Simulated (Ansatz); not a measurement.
`C[Si](C)(O)P` + HCl → `C[Si](C)(O)Cl` + PH₃ at 600 K and 1 bar (cleavage of the Si–P bond).

Computed with Ansatz on PBE0-D4/def2-TZVP structures; ΔE is electronic, products minus reactants. CCSD(T)/CBS adds triple-zeta CCSD(T) − MP2 to the extrapolated MP2 energy (def2 sets, frozen cores). This one scheme is used for every species. One conformer a species, not always the lowest.

```csv
species,CCSD(T)/CBS energy (Eh),H − E (kJ/mol),S (J/(mol·K))
`C[Si](C)(O)P`,-786.79678,359.0,510.4
HCl,-460.38127,35.4,207.2
`C[Si](C)(O)Cl`,-904.49412,306.6,469.7
PH₃,-342.72256,86.3,240.2
```

H − E and S are ideal-gas, rigid-rotor, harmonic terms from PBE0-D4/def2-TZVP, for one conformer and one mirror image of each species. 1 Eh = 2625.50 kJ/mol, R = 8.31446 J/(mol·K).

**Question.** By hand: ΔE, ΔH, ΔS and ΔG.

**Answer.** ΔE = (-904.49412) + (-342.72256) − (-786.79678) − (-460.38127) = -0.03863 Eh = -101.4 kJ/mol. Δ(H − E) = 306.6 + 86.3 − 359.0 − 35.4 = -1.5, so ΔH = -102.9 kJ/mol. ΔS = 469.7 + 240.2 − 510.4 − 207.2 = -7.7 J/(mol·K). ΔG = -102.9 − 600 × (-7.7)/1000 = -98.3 kJ/mol.

**Question.** By hand: the equilibrium constant, and the temperature at which ΔG would vanish if ΔH and ΔS stayed fixed.

**Answer.** log₁₀ K = −ΔG/(RT ln 10) = 8.6. ΔG = 0 at ΔH/ΔS = 13364 K, far beyond where these terms or the molecules hold.

The number of gas molecules stays the same, so ΔS is small and ΔH decides. A doubt of 5 kJ/mol in ΔE shifts log₁₀ K by 0.4 here. Other conformers and mirror images would add mixing entropy, several J/(mol·K) or more a flexible species. These are equilibria of isolated gas molecules and say nothing of rates. Largest T1 diagnostic: 0.013 (customary marks: 0.02 for closed shells, 0.045 for open ones).
